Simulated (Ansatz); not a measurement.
Geometry optimisation, RKS B3LYP-D4/6-31G* in Ansatz 0.2.0.

Input file:

```yaml
crystal:
  periodic: [false, false, false]
  atoms:
    - { symbol: Al, position_ang: [-0.707399, -0.74131, 0.447917] }
    - { symbol: F, position_ang: [-0.436732, 1.047731, -2.032179] }
    - { symbol: F, position_ang: [-0.727881, -2.221105, -0.262575] }
    - { symbol: F, position_ang: [-2.067084, -0.109164, 1.1163] }
    - { symbol: H, position_ang: [0.291907, 1.152139, -1.478862] }
    - { symbol: "N", position_ang: [0.892268, 0.212856, 0.540964] }
    - { symbol: H, position_ang: [0.986723, 0.945065, 1.235625] }
    - { symbol: H, position_ang: [1.768098, -0.286111, 0.432711] }
basis:
  gaussian: { orbitals: "6-31G*" }
hamiltonian:
  xc: b3lyp
  dispersion: d4
relax:
  f_tol: 0.03
  max_steps: 50
```

Command:

```bash
$ ansatz run input.yaml --threads 2 --pin off --max-ram 3072MiB --backend cpu --events-out ev --progress --plain --runs-dir out
```

Question: Where does it end, and by what steps?

Answer: The forces met the threshold. After 15 steps the energy has fallen by 2.733 eV; H5 moved furthest, 1.36 Å. Parted: F2–H5. Joined: Al1–F2, H5–N6.

```tsv
step	energy less start (eV)	largest force component (eV/Å)	accepted
0	0.0000	1.421	yes
1	-0.2644	0.697	yes
2	-0.5021	0.598	yes
3	-0.7690	0.748	yes
4	-0.8391	1.822	yes
5	-1.0187	0.906	yes
6	-1.2743	1.443	yes
7	-1.7235	1.825	yes
8	-1.9966	4.196	yes
9	-2.3723	2.188	yes
10	-2.5295	2.552	yes
11	-2.6635	1.106	yes
12	-2.7265	0.391	yes
13	-2.3663	2.539	no
14	-2.7332	0.046	yes
15	-2.7335	0.029	yes
```

```xyz
8
Properties=species:S:1:pos:R:3
Al -0.914 -0.412 -0.258
F -1.199 0.354 -1.707
F -0.519 -2.025 -0.333
F -1.847 0.068 1.033
H 1.192 1.058 -0.463
N 0.880 0.396 0.249
H 0.815 0.892 1.139
H 1.591 -0.331 0.340
```

Whether the end is a true minimum wasn't checked by a vibrational analysis.

The run took 11 s on 2 threads of AMD EPYC 9R45 96-Core Processor (Zen 5), with other jobs on the host, peak memory 0.2 GiB.
